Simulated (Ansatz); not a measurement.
Ansatz (a program for electronic structure) input:

Ansatz 0.2 input:
```yaml
crystal:
  periodic: [false, false, false]
  atoms:
    - {symbol: Cs, position_ang: [-0.00000000, -0.00000000, -1.52813754]}
    - {symbol: Br, position_ang: [0.00000000, 0.00000000, 2.40135899]}
basis:
  gaussian:
    orbitals: def2-SVPD
total_charge: 1
magnetization: {spin_polarized: true, initial_magnetization: 1}
correlation: {method: ccsd_t, electrons: outside_noble_gas}
output: {forces: true}
```

What final total energy does it print?

-2591.93579 Eh (CCSD(T)/def2-SVPD). The basis has 68 functions.
